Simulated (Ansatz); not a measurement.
```xyz
6

Cl   -1.051    2.284   -2.273
In   -0.385    0.689   -0.789
C     0.451   -0.394    0.804
Se   -0.561   -1.752   -0.347
H     1.523   -0.557    0.811
H     0.023   -0.271    1.793
```

The species carries charge 0 and has multiplicity 1. In: def2 effective core potential.

List the ωB97M-V/def2-TZVPP orbital energies in eV (Ansatz 0.2.0). (Best estimate.)

Ansatz gave: Occupied: -12367.58, -2772.30, -1587.85, -1422.63, -1422.58, -1422.55, -282.65, -262.66, -217.28, -200.14, -200.01, -199.99, -160.26, -160.09, -159.98, -132.38, -88.80, -88.60, -88.53, -60.14, -60.11, -60.01, -59.88, -59.87, -26.59, -25.21, -25.17, -25.07, -25.05, -24.62, -22.84, -19.44, -14.72, -14.57, -12.91, -12.06, -12.04, -10.85, -8.66, -8.51. Lowest empty: -0.54, -0.02, 0.99, 1.64, 2.25, 2.46, 3.39, 3.42.
